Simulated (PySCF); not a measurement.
B(H)(OH)(iPr) (C3H9BO), SMILES CC(C)BO. Atoms are numbered in the order given.

```xyz
14

B     -0.5494     0.9412     0.4995
H     -1.5143     1.1343     1.2060
O      0.3454     1.9550     0.4528
H      1.1053     1.7648    -0.1154
C     -0.3854    -0.4140    -0.3052
C     -0.5735    -1.6268     0.6244
C      0.9111    -0.5172    -1.1190
H     -1.2407    -0.4150    -1.0134
H     -0.5734    -2.5736     0.0584
H      0.2410    -1.6911     1.3664
H     -1.5216    -1.5671     1.1815
H      1.0231     0.3180    -1.8326
H      0.9522    -1.4470    -1.7101
H      1.7994    -0.5208    -0.4619
```

Geometry: B3LYP-D3(BJ)/def2-SVP. The structure was generated by enumeration, and PubChem lists no compound with its InChIKey, so it may never have been made. Other conformers were not sampled.

Vertical ionisation energy (IE) and electron affinity (EA) in eV. Rows of orbital energies are one-electron estimates. Where ΔSCF, EOM or ADC give a negative EA the extra electron is unbound and the value depends on the basis.

```csv
level,IE,EA
"−ε(HOMO), −ε(LUMO), M06-2X/def2-TZVP (PySCF)",9.36,-0.90
"−ε(HOMO), −ε(LUMO), PBE/def2-TZVP (PySCF)",?,?
```

### Question
What belongs in the gaps? (The exact figures need the calculation; the answer reports its results.)

### Answer

- −ε(HOMO), −ε(LUMO), PBE/def2-TZVP (PySCF), IE: 6.66
- −ε(HOMO), −ε(LUMO), PBE/def2-TZVP (PySCF), EA: 0.91
